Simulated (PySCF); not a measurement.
Ga(F)(Cl)(vinyl) (C2H3ClFGa), SMILES C=[CH][Ga]([F])[Cl]. Atoms are numbered in the order given.

```xyz
8

Ga    -0.1395    -0.2804     0.2405
F     -0.6275    -1.0991     1.7062
Cl     0.5731     1.7086     0.5511
C     -0.2092    -1.0566    -1.5167
C      0.2129    -0.3340    -2.5628
H     -0.5836    -2.0744    -1.6736
H      0.1974    -0.7294    -3.5862
H      0.5940     0.6874    -2.4422
```
Charge 0, spin multiplicity 1.

The structure is a stationary point at ωB97X-D3(BJ)/def2-SVP. The structure was generated by enumeration; whether it is a known compound was not checked. The values are those of a single conformer.

Method: ωB97X-D3(BJ)/def2-SVP in PySCF.

Frequencies are harmonic and unscaled.

Question: Give all harmonic wavenumbers and intensities. (An estimate is asked for; the answer gives what the named calculation found.)

Answer: 
| mode | ν (cm⁻¹) | IR (km/mol) | moving atoms (share of kinetic energy) |
|---|---|---|---|
| 1 | 84 | 2.0 | C 40 %, F 26 %, H 24 %, Ga 10 % |
| 2 | 94 | 1.9 | C 36 %, Cl 32 %, H 14 %, Ga 13 % |
| 3 | 178 | 23.2 | F 62 %, Cl 18 %, Ga 15 % |
| 4 | 179 | 13.8 | Ga 35 %, H 25 %, C 18 %, F 14 %, Cl 9 % |
| 5 | 308 | 7.0 | C 62 %, H 19 %, Ga 13 % |
| 6 | 433 | 41.2 | Cl 69 %, Ga 24 % |
| 7 | 492 | 39.7 | H 69 %, C 28 % |
| 8 | 618 | 46.4 | C 58 %, H 20 %, Ga 16 % |
| 9 | 727 | 89.5 | F 73 %, Ga 24 % |
| 10 | 1007 | 8.6 | H 87 %, C 12 % |
| 11 | 1038 | 20.7 | H 71 %, C 29 % |
| 12 | 1051 | 20.1 | H 94 % |
| 13 | 1270 | 5.7 | H 71 %, C 29 % |
| 14 | 1427 | 20.3 | H 83 %, C 17 % |
| 15 | 1691 | 10.5 | C 84 %, H 16 % |
| 16 | 3147 | 7.9 | H 95 % |
| 17 | 3201 | 1.5 | H 91 %, C 9 % |
| 18 | 3244 | 2.3 | H 89 %, C 11 % |
